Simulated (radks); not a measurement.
Coherent X-ray form factor from a spherical all-electron density. All-electron calculation, non-relativistic Kohn-Sham, XLYP, spin-polarised, spherical densities, point nucleus. Program: a radial shooting solver on a logarithmic mesh with Libxc functionals.

sin(theta)/lambda (1/angstrom),f0 (electrons)
0.05,4.855
0.1,4.464
0.15,3.935
0.2,3.384
0.25,2.889
0.3,2.488
0.4,1.962
0.5,1.688
0.6,1.534
0.8,1.321
1,1.115
1.25,0.870
1.5,0.662
2,0.376

The species is in the configuration that NIST lists as its ground one. Which atom or ion scatters so?

Answer. The carbon ion C+, [He] 2s2 2p1. Extrapolating in s^2 from the first two rows gives f0(0) = 5.0, near the electron count 5; among species with that count, the fall with angle is slower the higher Z, and the table is that of Z = 6; from so few rows the species is fixed only to a neighbour or two.
